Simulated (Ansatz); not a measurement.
A run on GeH5Sn, SMILES `[GeH3][SnH2]` radical with other settings.

```yaml
crystal:
  periodic: [false, false, false]
  atoms:
    - {symbol: Ge, position_ang: [-0.595276, -0.766032, -0.511662]}
    - {symbol: Sn, position_ang: [0.672068, 0.801174, 1.143437]}
    - {symbol: H, position_ang: [-0.155623, -2.221185, -0.284950]}
    - {symbol: H, position_ang: [-2.108065, -0.662415, -0.260467]}
    - {symbol: H, position_ang: [-0.313675, -0.390306, -1.979133]}
    - {symbol: H, position_ang: [0.189232, 2.439607, 0.947273]}
    - {symbol: H, position_ang: [2.372538, 0.731057, 0.899804]}
basis:
  gaussian: {orbitals: def2-TZVPD}
magnetization: {spin_polarized: true, initial_magnetization: 1}
hamiltonian: {xc: {name: wB97M-V}}
output: {forces: true}
```

```sh
$ ansatz run in.yaml --threads 2 --pin off --events-out ev --progress --plain --max-ram 22528MiB --backend cpu
```

Output, abridged:

```
Functional definition: wB97M-V
1111 factors; their error is unknown
370 factors; integrals over basis functions are off by at most 8.1e-6 eV
mean field evaluation 1: about -62424.3650 eV, gradient 1.2e1 eV
mean field evaluation 2: about -62424.7191 eV, gradient 9.9e0 eV
mean field evaluation 4: about -62424.8829 eV, gradient 5.5e-1 eV
mean field evaluation 8: about -62425.0675 eV, gradient 1.2e-1 eV
mean field evaluation 16: about -62425.0677 eV, gradient 2.8e-4 eV
mean field -62425.06770409 eV, -2294.0789248947 hartree, gradient 7.0e-5 eV, S^2 0.751884; 0 other end points of the search recorded, 0 dependent functions left out
reference -62425.06776510 eV, -2294.0789271366 hartree; 30, 29 occupied and 125, 126 virtual orbitals, 1111 factors
Total energy: -62425.06776510 eV, -2294.0789271366 hartree
Atom 0 at    -0.595276    -0.766032    -0.511662 Å, force     0.011085     0.015826    -0.000444 eV/Å
Atom 1 at     0.672068     0.801174     1.143437 Å, force     0.018310     0.027301    -0.084900 eV/Å
Atom 2 at    -0.155623    -2.221185    -0.284950 Å, force    -0.028253     0.090189    -0.013422 eV/Å
Atom 3 at    -2.108065    -0.662415    -0.260467 Å, force     0.093902    -0.008894    -0.015530 eV/Å
Atom 4 at    -0.313675    -0.390306    -1.979133 Å, force    -0.017953    -0.024274     0.100666 eV/Å
Atom 5 at     0.189232     2.439607     0.947273 Å, force     0.030662    -0.103568     0.005645 eV/Å
Atom 6 at     2.372538     0.731057     0.899804 Å, force    -0.107754     0.003419     0.007986 eV/Å
Dipole moment:    -0.038875    -0.051539     0.031585 e Å
```

It took 19 s on 2 threads of an AMD EPYC 7R13 on a shared host, with 0.81 GiB of host memory at the peak.
